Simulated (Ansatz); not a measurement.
`B[SiH](O)[SiH3]` + H₂ → `B[SiH2]O` + SiH₄ at 298.15 K and 1 bar (hydrogenolysis of the Si–Si bond).

Program: Ansatz. Geometries: PBE0-D4/def2-TZVP. ΔE: electronic, gas phase. CCSD(T)/CBS adds triple-zeta CCSD(T) − MP2 to the extrapolated MP2 energy (def2 sets, frozen cores). This one scheme is used for every species. Each species was taken in one conformer, which may not be the lowest.

| species | CCSD(T)/CBS energy (Eh) | H − E (kJ/mol) | S (J/(mol·K)) |
| --- | --- | --- | --- |
| `B[SiH](O)[SiH3]` | -682.33266 | 201.2 | 361.6 |
| H₂ | -1.17544 | 35.1 | 130.4 |
| `B[SiH2]O` | -392.05150 | 149.3 | 299.9 |
| SiH₄ | -291.46306 | 92.1 | 204.8 |

H − E and S are ideal-gas, rigid-rotor, harmonic terms from PBE0-D4/def2-TZVP, for one conformer and one mirror image of each species. For small species the MP2-based limit differs from directly extrapolated CCSD(T) by up to some mEh (0.8 for H₂); such offsets cancel only in part. 1 Eh = 2625.50 kJ/mol, R = 8.31446 J/(mol·K).

Question: By hand: ΔE, ΔH, ΔS and ΔG.

Answer: ΔE = (-392.05150) + (-291.46306) − (-682.33266) − (-1.17544) = -0.00646 Eh = -17.0 kJ/mol. Δ(H − E) = 149.3 + 92.1 − 201.2 − 35.1 = 5.1, so ΔH = -11.9 kJ/mol. ΔS = 299.9 + 204.8 − 361.6 − 130.4 = 12.7 J/(mol·K). ΔG = -11.9 − 298.15 × (12.7)/1000 = -15.7 kJ/mol.

Question: By hand: the equilibrium constant, and the temperature at which ΔG would vanish if ΔH and ΔS stayed fixed.

Answer: log₁₀ K = −ΔG/(RT ln 10) = 2.8. ΔH and −TΔS have one sign here, so there is no such temperature.

The number of gas molecules stays the same, so ΔS is small and ΔH decides. A doubt of 5 kJ/mol in ΔE shifts log₁₀ K by 0.9 here. Other conformers and mirror images would add mixing entropy, several J/(mol·K) or more a flexible species. These are equilibria of isolated gas molecules and say nothing of rates. Largest T1 diagnostic: 0.014 (customary marks: 0.02 for closed shells, 0.045 for open ones).

ΔS is within the doubt of such terms, so its sign, and with it that verdict, could turn.
